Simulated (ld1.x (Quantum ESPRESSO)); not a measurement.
# chromium, TM: configuration errors across variants

ld1.x (Quantum ESPRESSO) 7.5 input, shortened:

```
&input
   title='Cr', zed=24., rel=1, dft='PBESOL', iswitch=3,
   config='[Ar] 3d4 4s0 4p0'
 /
 &inputp
   pseudotype=2, tm=.true., lloc=1,
   nlcc=.true., rcore=0.70
 /
3
4S  1  0   0.00   0.00  1.70  1.70  0.0
3D  3  2   4.00   0.00  1.40  1.40  0.0
3P  2  1   6.00   0.00  1.05  1.05  0.0
 &test
   configts(1)='3p6 3d4 4s0 4p0'
 /
```

All-electron excitation energies from the reference (eV): (1) 3p6 3d5 4s1 4p0 -22.887; (2) 3p6 3d5 4s0 4p0 -16.014; (3) 3p6 3d3 4s0 4p0 30.705; (4) 3p5 3d5 4s1 4p0 28.529; (5) 3p6 3d4 4s1 4p1 -19.351; (6) 3p6 3d2 4s0 4p0 79.023; (7) 3p6 3d4 4s1 4p0 -14.877.

4 further variants failed, have other tests or another functional or relativity, and are left out.

A true bound ghost makes a file unfit for plane-wave use even where its test errors are small: the radial tests pick states by their node count and pass the ghost by.

Errors AE − PS in meV (a dash: test not solved or not reliable):

| change | (1) | (2) | (3) | (4) | (5) | (6) | (7) | bound ghosts |
| --- | --- | --- | --- | --- | --- | --- | --- | --- |
| base | -22 | -15 | -31 | -24 | +4.7 | -129 | -3.4 | s |
| wave 3d (bound): rc 1.40 bohr becomes 3d (bound): rc 1.34 bohr | -22 | -15 | -35 | -17 | +4.5 | -161 | -3.5 | s |
| all radii but the core radius scaled by about 1.21 (s 2.06, p 1.28, d 1.70 bohr) | +9.8 | -12 | -2.0 | -122 | +13 | +84 | -6.7 | s |
| local potential the s channel | -60 | -150 | -258 | -44 | -456 | -1040 | +4.1 | none |
| wave 3p (bound): rc 1.05 bohr becomes 3p (bound): rc 0.72 bohr | -11 | -15 | -32 | -23 | +6.3 | -130 | -2.1 | s |
| core correction a·sin(br)/r model core inside 0.52 bohr | -22 | -15 | -31 | -25 | +4.5 | -127 | -3.6 | s |
| wave 4s (bound): rc 1.70 bohr becomes 4s (bound): rc 1.32 bohr | -30 | -15 | -31 | +14 | +9.9 | -129 | +2.3 | s |

Problem. Give the same row for: type ultrasoft; waves now 4s (bound): rcut 1.50, rcutus 1.70 bohr; 4s channel at -0.5 Ry: rcut 1.50, rcutus 1.70 bohr; 3p (bound): rc 1.05 bohr; 4p (bound): rc 1.05 bohr; 3d (bound): rcut 1.20, rcutus 1.40 bohr; 3d channel at -0.15 Ry: rcut 1.20, rcutus 1.40 bohr; local potential all-electron potential smoothed inside 1.40 bohr (lloc = -1); augmentation built from norm-conserving waves at rcut, not smoothed further.

Solution. –, -14, -40, –, –, -213, –; bound ghosts: not determined. Not counted: 3p6 3d5 4s1 4p0 (solver errors, printed error -1603 eV); 3p6 3d4 4s1 4p1 (solver errors, printed error -10.4 eV); 2 more.
